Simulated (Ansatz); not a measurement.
Species: AlFI$_{2}$, SMILES `[F][Al]([I])[I]` (charge 0, multiplicity 1).

Task: Give a relaxed geometry from B3LYP-D3(BJ)/def2-TZVP (Ansatz, a quantum-chemistry and plane-wave program).

Result: the end point of this relaxation (outside a Z-matrix the atoms follow the SMILES, hydrogens last).
Bond lengths (Å): F1–Al2 1.643, Al2–I3 2.452, Al2–I4 2.452. Angles (°): F1–Al2–I3 118.6, F1–Al2–I4 118.6, I3–Al2–I4 122.9.
